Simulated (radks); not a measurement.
Results of a calculation; reference values are marked as such.
Q: Mn V, configuration [Ar] 3d2 4p1 (not the ground configuration). Level of theory: Dirac Kohn-Sham, LDA (Slater exchange, Perdew-Wang correlation), spin-unpolarised, spherical densities, finite nucleus; open shells fill j = l - 1/2 first; Fermi nuclear charge, rms radius 3.7057 fm (a radial shooting solver on a logarithmic mesh with Libxc functionals). Some entries of the table are withheld. Estimate them.

orbital,occ.,eigenvalue (eV),r(max) (bohr),<r^2> (bohr^2)
1s1/2,2,-6483.735,0.03994,(1)
2s1/2,2,-814.9867,0.2331,0.09257
2p1/2,2,(2),0.1868,0.07418
2p3/2,4,(3),0.1892,0.07584
3s1/2,2,(4),0.7260,0.7801
3p1/2,2,-121.1035,0.7302,0.8447
3p3/2,4,-119.6738,0.7367,0.8592
3d3/2,2,-70.2884,(5),1.030
3d5/2,0,-70.1110,(6),1.034
4p1/2,1,-38.2047,(7),5.863
4p3/2,0,-37.9649,(8),5.932

A: 
(1) 1s1/2 <r^2> (bohr^2): 0.005006
(2) 2p1/2 eigenvalue (eV): -709.2907
(3) 2p3/2 eigenvalue (eV): -698.9024
(4) 3s1/2 eigenvalue (eV): -151.8915
(5) 3d3/2 r(max) (bohr): 0.6932
(6) 3d5/2 r(max) (bohr): 0.6950
(7) 4p1/2 r(max) (bohr): 2.093
(8) 4p3/2 r(max) (bohr): 2.107
